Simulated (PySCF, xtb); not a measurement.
C3H5, SMILES [CH]=CC, multiplicity 2.

Harmonic wavenumbers (cm⁻¹) from xtb with GFN2-xTB at its own minimum, in rising order: 162, 392, 649, 685, 724, 970, 1039, 1082, 1215, 1390, 1477, 1480, 1741, 2774, 3003, 3015, 3055, 3202.

### Question
What does B3LYP-D3(BJ)/def2-TZVP run with PySCF give at its own minimum? (An estimate is asked for; the answer gives what the named calculation found.)

### Answer
196, 410, 611, 792, 812, 934, 1065, 1111, 1275, 1406, 1484, 1484, 1687, 3012, 3027, 3072, 3119, 3247. Paired by order, the mean absolute difference is 53 cm⁻¹ and the zero-point energies are 40.1 and 41.1 kcal/mol.
